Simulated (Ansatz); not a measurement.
H$_{4}$CdOSi, singlet, at the geometry of the source list (core potentials on Cd); Ansatz (a quantum-chemistry and plane-wave program) with PBE/def2-SVP.

The Ansatz input:
Ansatz 0.2 input:
```yaml
crystal:
  periodic: [false, false, false]
  atoms:
    - {symbol: Cd, position_ang: [-1.67560000, -0.97500000, 0.96620000]}
    - {symbol: H, position_ang: [-3.16160000, -1.42260000, 1.32120000]}
    - {symbol: O, position_ang: [0.13350000, -0.39500000, 0.54150000]}
    - {symbol: Si, position_ang: [0.98380000, 0.49430000, -0.47380000]}
    - {symbol: H, position_ang: [0.77680000, 0.01720000, -1.86220000]}
    - {symbol: H, position_ang: [2.39640000, 0.37270000, -0.09340000]}
    - {symbol: H, position_ang: [0.54680000, 1.90830000, -0.39950000]}
basis:
  gaussian:
    orbitals: def2-SVP
hamiltonian:
  xc: pbe
```

Output, abridged:

```
Functional definition: PBE
879 factors; their error is unknown
mean field evaluation 1: about -14535.6714 eV, gradient 6.4e1 eV
mean field evaluation 2: about -14396.7459 eV, gradient 2.1e2 eV
mean field evaluation 4: about -14543.2248 eV, gradient 1.7e1 eV
mean field evaluation 8: about -14543.8074 eV, gradient 1.2e-1 eV
mean field evaluation 16: about -14543.7675 eV, gradient 6.8e-5 eV
mean field -14543.76753947 eV, -534.4735989558 hartree, gradient 6.8e-5 eV, S^2 0.000000; 0 other end points of the search recorded, 0 dependent functions left out
reference -14543.76758436 eV, -534.4736006054 hartree; 23, 23 occupied and 60, 60 virtual orbitals, 879 factors
Total energy: -14543.76758436 eV, -534.4736006054 hartree
```
